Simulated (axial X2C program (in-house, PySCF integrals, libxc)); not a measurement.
# GaP⁺ along the bond: PBEsol, two-component

All values were computed with an axial X2C code built on PySCF integrals. Two-component (2c) means X2C with spin–orbit coupling and atomic mean-field two-electron Coulomb and Gaunt terms. Basis: Ga dyall-cv3z [9s9p7d4f1g], P dyall-v3z [8s7p2d1f] (cores contracted in-house); Gaussian nuclei, density fitting, unrestricted open shells. Masses: Ga 68.926 u, P 30.974 u.

State: Ω = 3/2 (⟨Sz⟩ = 1.50, ⟨Lz⟩ = 0.00 at PBEsol). Dipoles are positive if P is the positive end and refer to the centre of mass.

Results along the bond:

```tsv
R (Å)	μ (D)	HOMO (eV)	LUMO (eV)
2.322	0.454	-12.15	-10.59
2.429	0.332	-12.15	-10.55
2.509	0.225	-12.14	-10.50
2.589	0.105	-12.12	-10.43
2.669	-0.029	-12.02	-10.36
2.762	-0.201	-11.86	-10.25
2.856	-0.389	-11.71	-10.14
2.976	-0.649	-11.52	-9.98
3.123	-0.990	-11.30	-9.79
3.336	-1.509	-11.01	-9.50
```

Occupations by symmetry block were frozen at the best pattern of an incomplete PBE0 search. Density functionals use the spin component along the axis (collinear). Other states lie close and PBE0, whose exact exchange favours high spin, may order them wrongly; the determinant shown need not be the ground state. The nearest other 2c determinant of the search, Ω = 1/2, lies 0.50 eV up at the distance of the search. With several unpaired electrons one determinant need not be a pure state. This is the top spin component of a Σ state; components of lower Ω are not single determinants and can lie lower.
